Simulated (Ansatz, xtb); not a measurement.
Two structures of CH8InOSi+

Structure I: a singlet given by its coordinates. Structure II: a singlet given by its coordinates. Both are isolated ions in the gas phase, relaxed with r2SCAN-D4/def2-SVP.

I (Å):

```tsv
atom	x (Å)	y (Å)	z (Å)
C	-0.8846	-0.8111	-0.2702
In	0.5098	0.7996	-0.2511
O	-1.1111	2.4580	-0.3230
Si	2.6260	2.2690	-0.2083
H	-0.3517	-1.7717	-0.2407
H	-1.4875	-0.7566	-1.1895
H	-1.5414	-0.7312	0.6096
H	-0.9789	3.4192	-0.3338
H	-2.0698	2.3092	-0.3490
H	3.4256	1.9079	-1.4089
H	2.1470	3.6786	-0.2583
H	3.3344	1.9649	1.0633
```

Close contacts (Å): C1–In2 2.13, In2–O3 2.32, In2–Si4 2.58, C1–H5 1.10, C1–H6 1.10, C1–H7 1.10, O3–H8 0.97, O3–H9 0.97, Si4–H10 1.49, Si4–H11 1.49, Si4–H12 1.49.

II (Å):

```xyz
12

C     0.1705   -1.4517    1.8855
In   -0.8614    0.3643    1.5725
O    -0.2440    0.9274   -0.5410
Si    0.7937    0.1769   -1.7392
H     1.2514   -1.2746    1.7850
H    -0.1553   -2.1864    1.1345
H    -0.0521   -1.8276    2.8937
H    -1.8448    1.7157    1.8029
H     1.2517   -1.0412   -1.0330
H    -0.6464    1.7625   -0.8347
H     1.8885    1.1332   -2.0271
H    -0.0487   -0.1147   -2.9230
```

Close contacts (Å): C1–In2 2.11, In2–O3 2.27, O3–Si4 1.75, C1–H5 1.10, C1–H6 1.10, C1–H7 1.10, In2–H8 1.69, O3–H10 0.97, Si4–H9 1.48, Si4–H11 1.48, Si4–H12 1.48.

**Question.** Estimate which is lower in electronic energy at CCSD(T)/def2-SVP + ΔMP2/def2-TZVPP, and by roughly how much.

**Answer.** The CCSD(T)/def2-SVP + ΔMP2/def2-TZVPP calculation puts structure II lower, by 0.338 eV.

The same difference at several levels:

```json
{"level": "GFN2-xTB", "geometry": "GFN2-xTB", "E(II) − E(I) (eV)": "−0.391", "departure from the last row (eV)": "−0.053", "job, with rough time for the two": "optimisation, 0.65 s"}
{"level": "HF/STO-3G", "geometry": "GFN2-xTB", "E(II) − E(I) (eV)": "−1.033", "departure from the last row (eV)": "−0.695", "job, with rough time for the two": "single point, 0.96 s"}
{"level": "r2SCAN-D4/def2-SVP//GFN2-xTB", "geometry": "GFN2-xTB", "E(II) − E(I) (eV)": "−0.316", "departure from the last row (eV)": "+0.022", "job, with rough time for the two": "single point, 4.4 s"}
{"level": "r2SCAN-D4/def2-SVP", "geometry": "r2SCAN-D4/def2-SVP", "E(II) − E(I) (eV)": "−0.223", "departure from the last row (eV)": "+0.115", "job, with rough time for the two": "optimisation, 2.8 min"}
{"level": "HF/def2-SVP", "geometry": "r2SCAN-D4/def2-SVP", "E(II) − E(I) (eV)": "−0.416", "departure from the last row (eV)": "−0.077", "job, with rough time for the two": "part of the CCSD(T) run"}
{"level": "MP2/def2-SVP", "geometry": "r2SCAN-D4/def2-SVP", "E(II) − E(I) (eV)": "−0.364", "departure from the last row (eV)": "−0.026", "job, with rough time for the two": "part of the CCSD(T) run"}
{"level": "CCSD(T)/def2-SVP", "geometry": "r2SCAN-D4/def2-SVP", "E(II) − E(I) (eV)": "−0.313", "departure from the last row (eV)": "+0.025", "job, with rough time for the two": "single point"}
{"level": "CCSD(T)/def2-SVP + ΔMP2/def2-TZVPP", "geometry": "r2SCAN-D4/def2-SVP", "E(II) − E(I) (eV)": "−0.338", "departure from the last row (eV)": "", "job, with rough time for the two": "single point, 44 s"}
```

The levels shown agree on the order. The largest departure from CCSD(T)/def2-SVP + ΔMP2/def2-TZVPP is that of HF/STO-3G, 0.695 eV. The last row adds to CCSD(T) the change of the MP2 difference between the two basis sets, here −0.025 eV.

With harmonic frequencies from r2SCAN-D4/def2-SVP (ideal gas, rigid rotor, one conformer each, 298.15 K, 1 atm): on the last row, ΔE + ΔZPE = −0.382 eV. A mode under 50 cm⁻¹ makes harmonic enthalpies and free energies unreliable, so none is given.

The correlated steps freeze 11 core orbitals; the filled d shell of In is correlated, in a basis made for valence electrons. Atoms past krypton carry core potentials in the def2 sets, other sets are all-electron and non-relativistic, and no spin–orbit term is included. Codes used: Ansatz 0.2.0, xtb 6.7.1; the last row on 2 threads of Arm Neoverse V1 on a shared host.
